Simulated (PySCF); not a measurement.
From PBE to CCSD(T): MCs along the third period

PBE and CCSD(T) in PySCF with def2-SVPD on every atom (core potentials on Cs), for the lowest determinant that a PBE0 search found; no spin–orbit coupling.

```tsv
molecule	state (unpaired electrons)	PBE Re (Å)	PBE ωe (cm⁻¹)	PBE De (eV)	CCSD(T) Re (Å)	CCSD(T) ωe (cm⁻¹)	CCSD(T) De (eV)
CsNa	singlet (closed shell)	3.918	93.1	0.65	3.960	93.4	0.55
CsMg	doublet (σ ↑)	4.318	63.9	0.18	4.636	41.0	0.07
CsAl	triplet (σ ↑, π ↑)	3.723	112	0.73	3.793	111	0.45
CsSi	quartet (σ ↑, π ↑↑)	3.358	158	1.70	?	?	?
CsP	triplet (π ↑↑)	3.358	158	1.38	3.409	156	0.75
CsS	doublet (π ↑)	3.152	186	2.77	3.216	185	2.40
CsCl	singlet (closed shell)	2.995	201	4.40	3.054	199	4.19
```

(1) Estimate the CCSD(T) values of CsSi by adding the mean shift from PBE to CCSD(T) of the other rows, and compare with the calculation.

(2) What are the mean differences of PBE from CCSD(T) over the whole series?

In a basis of this size CCSD(T) is itself not converged; it tends to give bonds that are too long and too weak.

Correlated steps freeze the inner cores (1 to 5 orbitals); shallow outer-core shells are correlated. Closed-shell solutions of metal pairs were not tested for spin polarisation, which can lower them a little. UHF and ROHF references stand side by side, which adds small steps between rows. Weak bonds: CsAl, CsMg. Basis-set superposition, not corrected here, can be much of De in a small basis, most of all at correlated wavefunction levels. Functionals without a dispersion term scatter widely for such bonds, and LDA overbinds them. These are scalar-relativistic numbers at best; spin–orbit coupling would shift them, the dissociation energy most. Where the molecule has an RHF reference, its open-shell atoms are computed with UHF. States were picked by a PBE0 search and need not be the measured ground states.

Results:

(1) The mean shifts are +10.1 pm, -5 cm⁻¹ and -0.28 eV, which give 3.459 Å, 153 cm⁻¹ and 1.42 eV. CCSD(T)/def2-SVPD gives Re = 3.418 Å, ωe = 164 cm⁻¹, De = 1.46 eV.

(2) Re -9.5 pm, ωe +3 cm⁻¹, De +0.28 eV.
